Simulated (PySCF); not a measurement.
C₅H₄O₂.
Atom-mapped SMILES: `[CH2:1]=[CH:2][C:3]#[C:4][C:5](=[O:6])[OH:7]` (hydrogens: H8, H9 on C1; H10 on C2; H11 on O7)

Computed geometry: GFN2-xTB, gas phase.

Question: What internal coordinates does the optimisation give?

Answer: 
| bond | length (bohr) |
| --- | --- |
| C1=C2 | 2.513 |
| C2–C3 | 2.658 |
| C3≡C4 | 2.282 |
| C4–C5 | 2.709 |
| C5=O6 | 2.275 |
| C5–O7 | 2.537 |
| C1–H8 | 2.036 |
| C1–H9 | 2.034 |
| C2–H10 | 2.046 |
| O7–H11 | 1.833 |

A selection of angles:
| angle | degrees |
| --- | --- |
| C2–C1–H8 | 121.5 |
| C2–C1–H9 | 121.5 |
| H8–C1–H9 | 117.0 |
| C1–C2–C3 | 122.8 |
| C1–C2–H10 | 121.7 |
| C3–C2–H10 | 115.5 |
| C2–C3–C4 | 179.5 |
| C3–C4–C5 | 177.7 |
| C4–C5–O6 | 124.9 |
| C4–C5–O7 | 111.8 |
| O6–C5–O7 | 123.4 |
| C5–O7–H11 | 109.8 |

Dihedral angles: H11–O7–C5–C4 180° (antiperiplanar).

The 2 C–O bonds span 1.204 Å (C5=O6, drawn double) to 1.343 Å (C5–O7, drawn single), a spread of 0.139 Å. The 7 heavy atoms lie in one plane (0.000 Å rms). The 4 C–C bonds span 1.208 Å (C3≡C4, drawn triple) to 1.434 Å (C4–C5, drawn single), a spread of 0.226 Å.

Point group: Cs (tolerance 0.08 Å). Stationary, but not proved a minimum. The numbers are those of one conformer (C4–C5–O7–H 180°).
